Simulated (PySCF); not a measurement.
Gas-phase reaction: 2 Si₃O₃ + 3 SiF₄ = 6 SiOF₂ + 3 Si

Computed with PySCF and rigid-rotor harmonic-oscillator thermochemistry at 1 bar. † marks an energy on the PBE0/def2-TZVP geometry and frequencies; other levels use their own. MP2 freezes the core. 6-31G* has spherical d functions here. Open shells (unrestricted): Si (multiplicity 3, electronic degeneracy 9); the rest are closed-shell singlets. Spin-orbit splitting is ignored; it lowers the true energy and changes the entropy of Si. B3LYP is the form with VWN-RPA correlation. Si₃O₃, SiOF₂: computed as isolated molecules; such fragments, hydroxides, amides, oligomers or adducts are transient or little studied in the gas. MP2 isn't extrapolated to the basis-set limit; its ΔH°(298 K) is 2159.4 kJ in def2-SVP and 2214.7 kJ in def2-TZVPP. The harmonic model lacks anharmonicity and excited electronic states, which grow with temperature; levels with a mode under 35 cm⁻¹ are left out. Soft modes under 120 cm⁻¹ make the harmonic entropy rough for Si₃O₃.

```
level               ΔE electronic, kJ  ΔH°(298 K), kJ  ΔS°(298 K), J/K  ΔG°(1800 K), kJ
------------------  -----------------  --------------  ---------------  ---------------
B3LYP/6-31G*                     2243            2233              660             1085
MP2/def2-TZVPP†                  2224            2215              657             1072
PBE/def2-TZVP†                   2164            2154              657             1011
r2SCAN/def2-TZVP†                2231            2222              657             1079
ωB97M-V/def2-TZVP†               2391            2381              657             1238
ωB97X-V/def2-TZVP†               2348            2338              657             1195
```
ΔH° is lowest at PBE/def2-TZVP† and highest at ωB97M-V/def2-TZVP†. No reference value is set beside these.
